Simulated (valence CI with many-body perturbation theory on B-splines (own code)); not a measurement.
Ce⁵¹⁺: key properties

Computed by valence CI with perturbative core correlation (CI+MBPT): five valence electrons over a frozen Dirac-Fock core [He], radial functions for each j: 11 s, 11 p, 10 d, 8 f, 5 g, 2 h, with the one-electron correlation potential Σ1 (screened to all orders), the two-electron term Σ2, the three-electron term Σ3, Breit, model QED; selected single and double excitations, second order for the rest, scaled by the run's own slope (own B-spline code, finite nucleus).

The last digits are not significant, and no measured levels were compared; by estimate large intervals hold to a few tenths of a per cent, small ones and those within an open d or f shell to about a per cent. Among the levels kept, up to 7000 cm⁻¹ of a level comes from second order outside the variational space, and about a tenth of that is noise between levels of different J, which matters for small intervals.

Levels are named by their leading jj configuration (3d3/2^4 stands for four electrons in 3d with j = 3/2), which in mixed levels can hold well under half, so a name can repeat and another be missing.

Rates and lifetimes use the calculated energies. Strong lines usually hold to 10 to 20 %, long lifetimes can be off by a factor of two.

(1) What is the ground level?

(2) Among levels below 7030.7 eV, which E1 lines absorb most strongly from the ground level?

(3) What is the ionisation energy?

(4) Where does the other parity begin?

(5) Name the longest-lived excited levels whose lifetime is computed, and their main decay.

Results:

(1) (2s^2 2p1/2^2 2p3/2) J=3/2, composition 47 % 2s2 2p3 2P° + 26 % 2s2 2p3 2D° + 26 % 2s2 2p3 4S°, g = 1.346.

(2) to (2s^2 2p1/2^2 3d5/2) J=5/2 at 0.2192 nm, f = 0.534; to (2s^2 2p1/2 2p3/2 3d3/2) J=5/2 at 0.2033 nm, f = 0.363; to (2s 2p1/2^2 2p3/2 3p1/2) J=5/2 at 0.2044 nm, f = 0.322.

(3) 9802.5 eV; NIST lists 9803 ± 4 eV (theoretical).

(4) At (2s 2p1/2^2 2p3/2^2) J=5/2, 689.7 eV.

(5) (2s^2 2p1/2 2p3/2^2) J=5/2 at 469.7 eV lives 6.51 ns, mostly by M1 to (2s^2 2p1/2^2 2p3/2) J=3/2; (2s^2 2p1/2 2p3/2^2) J=1/2 at 504.8 eV lives 1.78 ns, mostly by M1 to (2s^2 2p1/2^2 2p3/2) J=3/2; (2s^2 2p1/2 2p3/2^2) J=3/2 at 448.7 eV lives 1.11 ns, mostly by M1 to (2s^2 2p1/2^2 2p3/2) J=3/2.
